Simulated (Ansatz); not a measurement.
Program: Ansatz. Geometries: PBE0-D4/def2-TZVP. ΔE: electronic, gas phase. CCSD(T)/CBS adds triple-zeta CCSD(T) − MP2 to the extrapolated MP2 energy (def2 sets, frozen cores). This one scheme is used for every species. DFT in def2-TZVPP. HSE06 is defined as in plane-wave codes. Each species was taken in one conformer, which may not be the lowest.

Reaction (silylene formation by 1,1-elimination): `N[SiH](Cl)BF` → `BF` + `N[Si]Cl`

`N[SiH](Cl)BF`:

Z-matrix (Å, degrees):
```
Si
Cl 1 2.090
B 1 2.029 2 102.0
N 1 1.702 2 115.3 3 -119.9
H 1 1.482 2 104.8 3 121.6
F 3 1.323 1 118.8 2 -101.2
H 3 1.201 1 124.6 2 76.0
H 4 1.008 1 120.3 2 75.2
H 4 1.007 1 121.5 2 -73.6
```

`BF`:

Cartesian coordinates in Å:
```
B -0.040 0.028 -0.007
F 1.026 -0.724 0.171
H -0.159 0.591 -1.057
H -0.827 0.104 0.893
```

`N[Si]Cl`:

Z-matrix (Å, degrees):
```
N
Si 1 1.701
H 1 1.010 2 126.0
H 1 1.009 2 121.0 3 180.0
Cl 2 2.104 1 98.2 3 0.0
```

Task: Is it downhill or uphill in electronic energy at CCSD(T)/CBS, and by how much? (An estimate is asked.)

Result: The calculation gave: Uphill: ΔE = +1.00 eV.

Task: What do these levels give: LDA (SPW92), BHLYP-D4, PBE-QIDH, revPBE, r2SCAN, HSE06, BHLYP, CCSD/def2-SVP, CCSD/def2-TZVPP, MP2/def2-QZVPP, HF/CBS(def2), CCSD/CBS(def2)? (An estimate is asked.)

Result: Computed: LDA (SPW92) 1.24, BHLYP-D4 1.05, PBE-QIDH 1.15, revPBE 0.81, r2SCAN 1.12, HSE06 1.06, BHLYP 0.95, CCSD/def2-SVP 0.85, CCSD/def2-TZVPP 0.96, MP2/def2-QZVPP 1.05, HF/CBS(def2) 0.89, CCSD/CBS(def2) 1.00 eV.

Largest T1 diagnostic among the species: 0.013.

From r2SCAN to r2SCAN0 (25 % exact exchange), in def2-TZVPP and without D4, ΔE moves by +0.04 eV. At CCSD(T), def2-SVP lies −0.16 eV from the extrapolated value and def2-TZVPP −0.04 eV. In def2-TZVPP, CCSD(T) changes the Hartree–Fock value by +0.07 eV (the triples alone add +0.00 eV) and MP2 by +0.13 eV.
